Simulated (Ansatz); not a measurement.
Abridged output of a molecular run in Ansatz:

```
Functional definition: HF
1334 factors; integrals over basis functions are off by at most 9.3e-4 eV
mean field evaluation 1: about -18884.1276 eV, gradient 3.7e1 eV
mean field evaluation 2: about -18884.4458 eV, gradient 3.8e1 eV
mean field evaluation 4: about -18888.0399 eV, gradient 4.5e0 eV
mean field evaluation 8: about -18888.1201 eV, gradient 3.1e-1 eV
mean field -18888.12053425 eV, -694.1256268056 hartree, gradient 3.2e-6 eV, S^2 0.000000; 0 other end points of the search recorded, 0 dependent functions left out
12 core orbitals not correlated: weight in the atoms' cores, before any rotation towards them, 1.000 or more for the frozen orbitals, at most 0.000 for the correlated occupied ones
reference -18888.12053425 eV, -694.1256268056 hartree; 12, 12 occupied and 206, 206 virtual orbitals, 1334 factors
second order -17.72953327 eV of doubles, -0.00000000 eV of singles
cycle   1  -18.20646269 eV  change   -4.8e-1 eV  update   1.1e-1
cycle   2  -18.75737554 eV  change   -5.5e-1 eV  update   3.5e-2
cycle   3  -18.89977799 eV  change   -1.4e-1 eV  update   1.9e-2
cycle   4  -18.88688537 eV  change    1.3e-2 eV  update   4.8e-3
cycle   5  -18.88596243 eV  change    9.2e-4 eV  update   2.5e-3
cycle   6  -18.88674381 eV  change   -7.8e-4 eV  update   7.9e-4
cycle   7  -18.88633140 eV  change    4.1e-4 eV  update   3.7e-4
cycle   8  -18.88632913 eV  change    2.3e-6 eV  update   1.2e-4
cycle   9  -18.88638485 eV  change   -5.6e-5 eV  update   4.2e-5
cycle  10  -18.88637233 eV  change    1.3e-5 eV  update   1.5e-5
perturbative correction -0.76563487 eV, -0.0281365625 hartree
Total energy: -18907.77254144 eV, -694.8478247495 hartree
```

Its atoms:

```xyz
10

Si   -0.1824   -1.1280    1.0570
C    -0.5720    0.3790    0.0281
O    -0.6744    0.1057   -1.4386
Si    0.6018    1.1211   -1.1329
H     0.0583   -0.6954    2.4603
H    -1.3010   -2.1077    1.0376
H     1.0409   -1.7819    0.5226
H    -1.3912    1.0118    0.3748
H     1.9617    0.5747   -1.3229
H     0.4583    2.5208   -1.5861
```

(1) Which basis set was used?
A. cc-pV(Q+d)Z
B. def2-QZVPP
C. def2-TZVPP
D. def2-TZVPPD

(2) Write the keys of the input that set method, charge and spin (a neutral closed shell needs none for the last two).

Answers

(1) C. It gives 230 functions.

(2) 
```yaml
correlation: {method: ccsd_t}
```
